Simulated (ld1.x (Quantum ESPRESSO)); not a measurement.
What the settings do to the ultrasoft potential of carbon (C)

Base potential:

| Item | Value |
| --- | --- |
| Element | C (Z = 6) |
| Generator | ld1.x (Quantum ESPRESSO) 7.5 |
| Type | ultrasoft |
| Functional | LDA (PZ) |
| Relativity | scalar-relativistic |
| Frozen core | [He] |
| Valence charge | 4 |
| Reference configuration | 2s1.75 2p2.25 |
| Partial waves | 2s (bound): rcut 0.75, rcutus 1.05 bohr; 2s channel at 0.5 Ry: rcut 0.75, rcutus 1.05 bohr; 2p (bound): rcut 1.15, rcutus 1.50 bohr; 2p channel at 1.55 Ry: rcut 1.15, rcutus 1.50 bohr |
| Local potential | all-electron potential smoothed inside 1.30 bohr (lloc = -1) |
| Core correction | none |
| Augmentation charge | built from norm-conserving waves at rcut, not smoothed further |

All-electron outer shells of the reference configuration (LDA (PZ), scalar-relativistic, ld1.x):

```
shell  level (eV)  outermost node (bohr)  outermost maximum (bohr)
   1s     -271.03                      –                      0.18
   2s      -13.76                   0.38                      1.22
   2p       -5.53                      –                      1.19
```

Cutoffs, loose and tight: the cutoffs (Ry, on a coarse ladder) from which the occupation-weighted sum of valence levels, in a spherical-Bessel basis at the reference potential, stays within 10 and 1 mRy of its value at 400 Ry. They do not see the model core or the augmentation charge, which bear on the density cutoff. Test errors are all-electron minus pseudo excitation energies from the reference, over the configurations 2s2 2p2; 2s2 2p1; 2s2 2p0; 2s1 2p2; 2s1 2p0; 2s0 2p4; 2s2 2p2.3 (two spin-polarised tests are not counted in the largest error). A dash means not determined; rows that change the core or the reference have their own tests.

```csv
change,outcome,"cutoff, loose","cutoff, tight",bound ghosts,largest test error (meV)
base,generated,30 Ry,35 Ry,none,+313
non-relativistic,generated,30 Ry,35 Ry,none,+314
local potential all-electron potential smoothed inside 1.20 bohr (lloc = -1),generated,30 Ry,35 Ry,none,+313
core correction a·sin(br)/r model core inside 0.58 bohr,generated,30 Ry,35 Ry,none,+58
functional PBE,generated,30 Ry,35 Ry,none,+313
reference 2s1 2p3,generated,30 Ry,35 Ry,none,+348
"waves 2p (bound): rcut 0.90, rcutus 0.96 bohr; 2p channel at 1.55 Ry: rcut 0.90, rcutus 0.96 bohr",generated,55 Ry,80 Ry,none,+290
```

(1) What comes out with this change to the base: waves 2s (bound): rcut 0.75, rcutus 1.04 bohr; 2s channel at 0.5 Ry: rcut 0.75, rcutus 1.04 bohr?

## Answers

(1) outcome: generated; cutoff, loose: 30 Ry; cutoff, tight: 40 Ry; bound ghosts: none; largest test error (meV): +313.
